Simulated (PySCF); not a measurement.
# Radial density of Mo (molybdenum, neutral)

UHF, [Kr] 4d5 5p1, high-spin 7P determinant (an excited configuration). Calculation: PySCF 2.14, in x2c-TZVPPall (8s6p6d2f1g, 79 functions); the spin-free X2C one-electron Hamiltonian (Gaussian nucleus).

```
r (bohr)  4πr²ρ (e/bohr)  4πr²(ρα − ρβ)
  0.0380           47.49        -0.0039
  0.0640           48.67         0.0006
   0.108           65.76         0.0874
   0.181           45.13         0.4081
   0.305           48.66         0.5213
   0.512           30.09        -0.0071
   0.862           11.17         1.2213
    1.45           8.201         2.9651
    2.44           1.802         1.4563
    4.10          0.3980         0.3970
    6.90          0.1101         0.1101
    11.6        0.002525         0.0025
```

Densities and radii are taken from the X2C orbitals without a picture-change correction, which distorts them close to the nucleus.

Problem. Where is the radial spin density 4πr²(ρα − ρβ) most negative, and why is it negative at all?

Solution. Around r = 0.512 bohr, down to -0.0071 e/bohr: exchange with the open shell polarises the paired shells in an unrestricted calculation.
